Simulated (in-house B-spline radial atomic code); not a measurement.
Successive ionisation energies of tantalum; each step leads to the configuration of the next row (after the last: [He] 2s2 2p4). NIST's values go from ground level to ground level; the uncertainty of those that are theory runs from under 0.1 % in few-electron ions to several per cent in heavy many-electron ones. Computed with an all-electron radial atomic-structure program (B-spline basis): non-relativistic Hartree-Fock, average of the configuration, point nuclei.

This level leaves out relativity, spin-orbit splitting included, which matters for heavy ions.

```csv
ion,configuration,ionisation energy (eV),tabulated value (eV),tabulated kind,computed minus tabulated (eV),highest orbital,largest mean radius (bohr)
Ta47+,[Ar] 3d8,4168.8,4143,tabulated theory,26,3d,0.21519
Ta48+,[Ar] 3d7,4297.0,4278,tabulated theory,19,3d,0.21409
Ta49+,[Ar] 3d6,?,?,tabulated theory,?,?,?
Ta50+,[Ar] 3d5,4557.9,4537,tabulated theory,21,3d,0.21192
Ta51+,[Ar] 3d4,4690.6,4745,tabulated theory,-54,3d,0.21085
Ta52+,[Ar] 3d3,4824.8,4877,tabulated theory,-52,3d,0.20978
Ta53+,[Ar] 3d2,4960.5,5024,tabulated theory,-64,3d,0.20872
Ta54+,[Ar] 3d1,5097.6,5159,tabulated theory,-61,3d,0.20767
Ta55+,[Ne] 3s2 3p6,5460.2,5537,tabulated theory,-77,3p,0.20663
Ta56+,[Ne] 3s2 3p5,?,?,tabulated theory,?,?,?
Ta57+,[Ne] 3s2 3p4,5697.8,5785,tabulated theory,-87,3p,0.20509
Ta58+,[Ne] 3s2 3p3,5817.8,5907,tabulated theory,-89,3p,0.20433
Ta59+,[Ne] 3s2 3p2,5938.7,6364,tabulated theory,-425,3p,0.20358
Ta60+,[Ne] 3s2 3p1,?,?,tabulated theory,?,?,?
Ta61+,[Ne] 3s2,6290.6,6769,tabulated theory,-478,3s,0.20208
Ta62+,[Ne] 3s1,6411.5,6900,tabulated theory,-489,3s,0.20126
Ta63+,[He] 2s2 2p6,14993.8,15137,tabulated theory,-143,2p,0.08607
Ta64+,[He] 2s2 2p5,15316.4,15461,tabulated theory,-145,2p,0.085708
```

**Question.** Fill in the row of Ta49+.

**Answer.** ionisation energy (eV): 4426.7; tabulated value (eV): 4410; computed minus tabulated (eV): 17; highest orbital: 3d; largest mean radius (bohr): 0.213.

**Question.** Fill in the row of Ta56+.

**Answer.** ionisation energy (eV): 5578.6; tabulated value (eV): 5655; computed minus tabulated (eV): -76; highest orbital: 3p; largest mean radius (bohr): 0.20586.

**Question.** Fill in the row of Ta60+.

**Answer.** ionisation energy (eV): 6060.5; tabulated value (eV): 6502; computed minus tabulated (eV): -442; highest orbital: 3p; largest mean radius (bohr): 0.20283.

**Question.** Where is the largest jump?

**Answer.** From Ta62+ to Ta63+, by a factor of 2.34 (6411.5 to 14994 eV); the highest orbital goes from 3s to 2p.
